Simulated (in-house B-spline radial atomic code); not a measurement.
A run on Ta- that did not converge. Method: scalar-relativistic (X2C) B97-1, spin-polarised, spherical fractional occupations, exact exchange averaged over the configuration, Fermi nucleus of rms radius 5.3507 fm; computed with an all-electron radial atomic-structure program (B-spline basis).

Command:
```bash
python run_scf.py task.json out
```
Settings (nuclear radius in fm, mass in u):
```
Z                73
configuration    [Xe] 4f14 5d4 6s2
hamiltonian      x2c
method           b97_1
spin_polarised   True
nucleus          fermi
rms_radius       5.3507
atomic_mass      180.948
speed_of_light   137.035999084
exact_exchange   averaged over the configuration
```

First and last ten iterations of the last attempt (damped for 15 steps, keeping 80 % of the old Fock matrix, then DIIS):
```
 iter        energy (Eh)    residual
    1      -15603.460441    4.93e-01
    2      -15409.554982    1.30e+00
    3      -15597.059600    5.00e-01
    4      -15602.305477    2.45e-01
    5      -15604.209117    1.16e-01
    6      -15604.854903    6.35e-02
    7      -15605.083853    4.15e-02
    8      -15605.176382    2.85e-02
    9      -15605.217989    1.96e-02
   10      -15605.237276    1.27e-02
  111      -15605.118697    1.12e-01
  112      -15605.143718    1.06e-01
  113      -15605.162306    1.00e-01
  114      -15605.189040    1.17e-02
  115      -15605.190980    4.07e-03
  116      -15605.192365    1.57e-02
  117      -15605.192057    1.19e-02
  118      -15605.192484    5.01e-03
  119      -15605.192483    3.50e-03
  120      -15605.193427    2.74e-03
 not converged after 120 iterations
```

The smallest residual met was 2.1e-03; the threshold is about 7e-07. No energy from this run should be used. Time taken, with all properties: 11 s on 1 thread of Arm Neoverse N1, on a shared host.
